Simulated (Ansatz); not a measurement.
Cd(Et)2 (C₄H₁₀Cd), SMILES C[CH2][Cd][CH2]C. Atoms are numbered in the order given.

```xyz
15

Cd    -0.0028    -0.0052    -0.0035
C     -0.2695    -0.6670     2.0302
C      0.2110    -2.0944     2.3183
H     -1.3422    -0.5660     2.2699
H      0.2542     0.0544     2.6811
H      1.2883    -2.2190     2.1169
H     -0.3169    -2.8428     1.7036
H      0.0500    -2.3799     3.3745
C      0.2649     0.6543    -2.0379
C     -0.1776     2.0951    -2.3202
H     -0.2840    -0.0511    -2.6855
H      1.3324     0.5237    -2.2865
H      0.3763     2.8275    -1.7091
H     -1.2493     2.2497    -2.1098
H     -0.0174     2.3773    -3.3774
```
Charge 0, spin multiplicity 1.

Coordinates come from a B3LYP-D3(BJ)/def2-SVP optimisation. The isomer is the one that the SMILES or the coordinates give; other isomers of the formula were not compared. The def2 effective core potentials stand for the cores of Cd; spin–orbit coupling is left out. Other conformers were not sampled.

Two levels are set side by side: PBE-D3(BJ)/def2-SVP (Ansatz, an electronic-structure program) and B3LYP-D3(BJ)/def2-SVP (Ansatz). Each level has its own optimised geometry; the coordinates shown are those of the second. Differences are taken from unrounded values.

```tsv
quantity	B3LYP-D3(BJ)
mean bond length (Å)	1.315
bond Cd1–C2 (Å)	2.155
bond Cd1–C9 (Å)	2.155
bond C2–C3 (Å)	1.533
bond C9–C10 (Å)	1.533
bond C2–H4 (Å)	1.104
bond C2–H5 (Å)	1.104
bond C3–H6 (Å)	1.103
bond C3–H7 (Å)	1.103
bond C3–H8 (Å)	1.106
bond C9–H11 (Å)	1.104
bond C9–H12 (Å)	1.104
bond C10–H13 (Å)	1.103
bond C10–H14 (Å)	1.103
bond C10–H15 (Å)	1.106
```

### Question
What does PBE-D3(BJ) give, and how far is it from B3LYP-D3(BJ)? (Estimate from the structure and the level; the computed values follow.)

### Answer

```csv
quantity,PBE-D3(BJ),PBE-D3(BJ) minus B3LYP-D3(BJ)
mean bond length (Å),1.320,0.005
bond Cd1–C2 (Å),2.149,-0.006
bond Cd1–C9 (Å),2.149,-0.006
bond C2–C3 (Å),1.534,0.000
bond C9–C10 (Å),1.534,0.000
bond C2–H4 (Å),1.112,0.008
bond C2–H5 (Å),1.112,0.008
bond C3–H6 (Å),1.110,0.007
bond C3–H7 (Å),1.110,0.007
bond C3–H8 (Å),1.113,0.008
bond C9–H11 (Å),1.112,0.008
bond C9–H12 (Å),1.112,0.008
bond C10–H13 (Å),1.110,0.007
bond C10–H14 (Å),1.110,0.007
bond C10–H15 (Å),1.113,0.008
```

Exact exchange shortens and stiffens bonds; PBE has none. Differences between two approximate levels are no errors against the true value.
